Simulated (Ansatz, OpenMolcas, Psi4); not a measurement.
# Computed against measured: atomisation enthalpy at 298 K

6 molecules with oxygen; the atomisation enthalpy at 298 K in kJ/mol, computed less measured. Shapes, held fixed at every level: PBE0-D4/def2-TZVP. Flexible molecules stand in one conformer, not always the lowest. Thermal terms are harmonic and unscaled (PBE0-D4/def2-TZVP); the spin-orbit lowering of the free atoms is taken from their spectra. Programs: Ansatz 0.2.0, OpenMolcas 26.06, Psi4 1.11. A level may come from different programs for different species; with the same settings they agree closely. Measured values: Active Thermochemical Tables, NIST-JANAF tables.

Levels: A = HF/3-21G; B = PBE0-D4/def2-TZVPP; C = B2PLYP/def2-TZVPP; D = MP2/def2-SVP; E = CCSD(T)/def2-TZVPP.

```
                       molecule  from tabulated heats      A    B    C     D    E
           CO (carbon monoxide)                  1077   -513  -17  -11    +5  -34
             CO2 (SMILES O=C=O)                  1609   -863   +9   -4   +18  -58
B(OH)F2 (difluorohydroxyborane)                  2280   -726   -7   -8    +7  -53
         C2H3O (acetyl radical)                  2347   -879  +21  -12   -63  -68
        C2H4O2 (methyl formate)                  3162  -1248   +7  -28   -91  -92
         C2H6O (dimethyl ether)                  3175  -1038   -2  -32  -140  -78
```

Sum up the errors.


```
             level                   kind  mean error  mean absolute error  worst case
          HF/3-21G           Hartree–Fock      -877.8                877.8      C2H4O2
PBE0-D4/def2-TZVPP          global hybrid        +1.8                 10.5       C2H3O
 B2PLYP/def2-TZVPP          double hybrid       -15.8                 15.8       C2H6O
      MP2/def2-SVP    perturbation theory       -44.0                 54.0       C2H6O
CCSD(T)/def2-TZVPP  coupled cluster or CI       -63.8                 63.8      C2H4O2
```

On this set PBE0-D4/def2-TZVPP has the smallest mean absolute error and HF/3-21G the largest. HF/3-21G is too low in 6 of 6; B2PLYP/def2-TZVPP is too low in 6 of 6; CCSD(T)/def2-TZVPP is too low in 6 of 6. The tabulated value of B(OH)F2 is in doubt (older tables, estimates, or at odds with other calculations) and kept here. Over the 5 molecules whose values aren't doubted the mean absolute errors are A 908.2; B 11.2; C 17.4; D 63.4; E 66.0. For HF/3-21G and B2PLYP/def2-TZVPP and MP2/def2-SVP and CCSD(T)/def2-TZVPP the error grows with the size of the molecule. Hartree–Fock lacks correlation and underbinds. Rows in very small basis sets show the basis more than the method. Correlated wave functions converge slowly with the basis. Open shells run unrestricted. The set is small.
